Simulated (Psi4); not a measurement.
GeI₄, charge -1, doublet, geometry from GFN2-xTB (a state made from the parent by changing its charge; the spin is typed, not shown lowest) (core potentials on I) (a gas-phase anion, which may not be bound at this level); BHHLYP/def2-SVP (Psi4).

Input for Psi4:
```
memory 2 GB

molecule {
-1 2
  I    -1.01498190    2.44307870   -0.83070020
  Ge   -0.00000000   -0.00000000   -0.00000000
  I    -1.89317457   -1.98061983   -0.42652050
  I     0.61477469    0.12473657    2.70099564
  I     2.29338179   -0.58719544   -1.44377495
}

set basis def2-svp
set reference uks

energy('bhhlyp')
print_variables()
```

### Question
Write the output that Psi4 gives for this input, abridged.

### Answer

```
Traceback (most recent call last):
  File "psi4", line 375, in <module>
  File "<string>", line 26, in <module>
  File "site-packages/psi4/driver/driver.py", line 533, in energy
  File "site-packages/psi4/driver/procrouting/proc.py", line 2760, in run_scf
  File "site-packages/psi4/driver/procrouting/proc.py", line 1934, in scf_helper
  File "site-packages/psi4/driver/p4util/python_helpers.py", line 229, in _core_wavefunction_build
  File "site-packages/psi4/driver/p4util/python_helpers.py", line 169, in _pybuild_basis
  File "site-packages/psi4/driver/qcdb/libmintsbasisset.py", line 722, in pyconstruct
  File "site-packages/psi4/driver/qcdb/libmintsbasisset.py", line 993, in construct
  File "site-packages/psi4/driver/qcdb/libmintsbasisset.py", line 136, in __init__
  File "site-packages/psi4/driver/qcdb/libmintsbasisset.py", line 423, in constructor_basisset_center
  File "site-packages/psi4/driver/qcdb/molecule.py", line 1239, in from_arrays
  File "site-packages/psi4/driver/qcdb/molecule.py", line 1738, in from_dict
  File "site-packages/psi4/driver/qcdb/molecule.py", line 1815, in _internal_from_dict
  File "site-packages/psi4/driver/qcdb/libmintsmolecule.py", line 1570, in update_geometry
  File "site-packages/psi4/driver/qcdb/libmintsmolecule.py", line 2423, in find_point_group
  File "site-packages/psi4/driver/qcdb/libmintsmolecule.py", line 2523, in find_highest_point_group
  File "site-packages/psi4/driver/qcdb/libmintspointgrp.py", line 1530, in __init__
  File "site-packages/psi4/driver/qcdb/libmintspointgrp.py", line 1573, in constructor_bits
  File "site-packages/psi4/driver/qcdb/libmintspointgrp.py", line 1755, in bits_to_basic_name

psi4.driver.qcdb.exceptions.ValidationError: Unrecognized point group bits: 117

Printing out the relevant lines from the Psithon --> Python processed input file:
      I     2.29338179   -0.58719544   -1.44377495
    """)
    core.IO.set_default_namespace("")
    core.set_global_option("BASIS", "def2-svp")
    core.set_global_option("REFERENCE", "uks")
--> energy('bhhlyp')
    print_variables()

!-------------------------------------!
!                                     !
!  Unrecognized point group bits: 117 !
!                                     !
!-------------------------------------!

QcdbException: Unrecognized point group bits: 117
```

The input was rejected before any calculation.
